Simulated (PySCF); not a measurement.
Series CXY, Y = amino, computed as singlets and as triplets. All species are isolated molecules in the gas phase. One relaxed conformer stands for each flexible species; it need not be the lowest. Strings in code marks are SMILES.

The dipole moment from two functionals at the same geometries (PBE0-D3(BJ)/def2-TZVP), both in PySCF: PBE-D3(BJ)/def2-TZVP and PBE0-D3(BJ)/def2-TZVP. 

```
species                                                           PBE0-D3(BJ)/def2-TZVP (D)
----------------------------------------------------------------  -------------------------
X = silyl, multiplicity 3 (`N[C][SiH3]` (excited triplet))                             2.36
X = ethynyl, multiplicity 1 (`C#C[C]N` (lower singlet))                                3.04
X = isocyano, multiplicity 3 (`[C-]#[N+][C]N` (excited triplet))                       4.88
X = H, multiplicity 3 (`N[CH]` (excited triplet))                                      1.58
```

Q: What does PBE-D3(BJ)/def2-TZVP give for each?

A: 
- X = silyl, multiplicity 3 (`N[C][SiH3]` (excited triplet)): 2.46
- X = ethynyl, multiplicity 1 (`C#C[C]N` (lower singlet)): 3.00
- X = isocyano, multiplicity 3 (`[C-]#[N+][C]N` (excited triplet)): 5.11
- X = H, multiplicity 3 (`N[CH]` (excited triplet)): 1.73
Over these rows, drawn at random from the members with no instability flagged (it was tested for open shells, ions and some series alone), PBE minus PBE0-D3(BJ): mean +0.11 D, from -0.04 D to +0.23 D.
